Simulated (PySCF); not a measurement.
Calculation: PBE0-D3(BJ)/def2-TZVP in PySCF 2.14.0. Isolated molecules, 0 K electronic values unless said otherwise. One relaxed conformer stands for a flexible species; it need not be the lowest. Excitations are Tamm–Dancoff values on a coarser integration grid. The basis has no diffuse functions, so Rydberg states are missing or too high.

Reference species (SMILES): `C=[SiH][SiH3]` (neutral, multiplicity 1).

```
Item                  Result
-------------------  -------
S1 excitation (TDA)  5.28 eV
T1 excitation (TDA)  2.38 eV
```

Changed species: `C=[SiH]CO` (C–Si–C–O torsion -4°, Si–C–O–H torsion -47°) (X = hydroxymethyl; the reference has X = silyl).

Q: Predict the effect on the S1 excitation (TDA) and T1 excitation (TDA).

A: the S1 excitation (TDA) increases by 0.30 eV, to 5.58 eV; the T1 excitation (TDA) goes up by 0.42 eV, to 2.80 eV.
